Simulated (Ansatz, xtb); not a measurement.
Two structures of ClF2GaH2Si

We compare I, `F[SiH2][Ga]([F])[Cl]`, a singlet, with II, a singlet given by its coordinates. Both are isolated molecules in the gas phase, relaxed with r2SCAN-D4/def2-SVP; the shapes shown needn't be the lowest conformers.

I (Å):

```xyz
7

Cl    1.6730    2.5556    1.1832
F    -2.2276    2.1272   -0.3208
F     1.0274   -0.4529    2.1991
Ga    0.3289    0.8934    1.3173
Si   -1.8868    0.7245    0.4317
H    -2.8696    0.5098    1.5299
H    -1.9684   -0.3890   -0.5539
```

II (Å):

```yaml
atoms:
  - { symbol: Cl, position_ang: [0.6139, 0.5431, 1.1828] }
  - { symbol: F, position_ang: [1.6578, 0.3561, -1.4496] }
  - { symbol: F, position_ang: [-1.4322, -0.9924, 0.1169] }
  - { symbol: Ga, position_ang: [-1.7292, -0.6062, 1.9553] }
  - { symbol: Si, position_ang: [0.2831, -0.2612, -0.8096] }
  - { symbol: H, position_ang: [0.5507, -1.7097, -0.9012] }
  - { symbol: H, position_ang: [-0.7431, 0.4786, -1.5697] }
```

Close contacts (Å): Cl1–Ga4 2.72, Cl1–Si5 2.17, F2–Si5 1.64, F3–Ga4 1.90, F3–Si5 2.08, Si5–H6 1.48, Si5–H7 1.48.

Problem. Which of the two would you expect CCSD(T)/def2-SVP + ΔMP2/def2-TZVPP electronic energies to favour?

Solution. Not settled: CCSD(T)/def2-SVP + ΔMP2/def2-TZVPP gives E(II) − E(I) = −5.10 kJ/mol, but this leans on the basis-set step: CCSD(T) alone gives −1.48 kJ/mol.

The same difference at several levels:

| level | geometry | E(II) − E(I) (kJ/mol) | departure from the last row (kJ/mol) | job, with rough time for the two |
| --- | --- | --- | --- | --- |
| r2SCAN-D4/def2-SVP | r2SCAN-D4/def2-SVP | −4.18 | +0.92 | optimisation, 98 s |
| HF/def2-SVP | r2SCAN-D4/def2-SVP | +8.32 | +13.42 | part of the CCSD(T) run |
| MP2/def2-SVP | r2SCAN-D4/def2-SVP | +8.14 | +13.24 | part of the CCSD(T) run |
| CCSD(T)/def2-SVP | r2SCAN-D4/def2-SVP | −1.48 | +3.62 | single point |
| CCSD(T)/def2-SVP + ΔMP2/def2-TZVPP | r2SCAN-D4/def2-SVP | −5.10 |  | single point, 33 s |

HF/def2-SVP, MP2/def2-SVP put the two in the other order. CCSD(T)/def2-SVP finds them nearly level. The largest departure from CCSD(T)/def2-SVP + ΔMP2/def2-TZVPP is that of HF/def2-SVP, 13.42 kJ/mol. Levels run at GFN2-xTB geometries aren't shown. The last row adds to CCSD(T) the change of the MP2 difference between the two basis sets, here −3.62 kJ/mol.

With harmonic frequencies from r2SCAN-D4/def2-SVP (ideal gas, rigid rotor, one conformer each, 298.15 K, 1 atm): on the last row, ΔE + ΔZPE = −2.63 kJ/mol. A mode under 50 cm⁻¹ makes harmonic enthalpies and free energies unreliable, so none is given.

The correlated steps freeze 21 core orbitals; the filled d shell of Ga is correlated, in a basis made for valence electrons. Codes used: Ansatz 0.2.0; the last row on 2 threads of Intel(R) Xeon(R) Platinum 8259CL CPU @ 2.50GHz (Skylake/Cascade Lake) on a shared host.
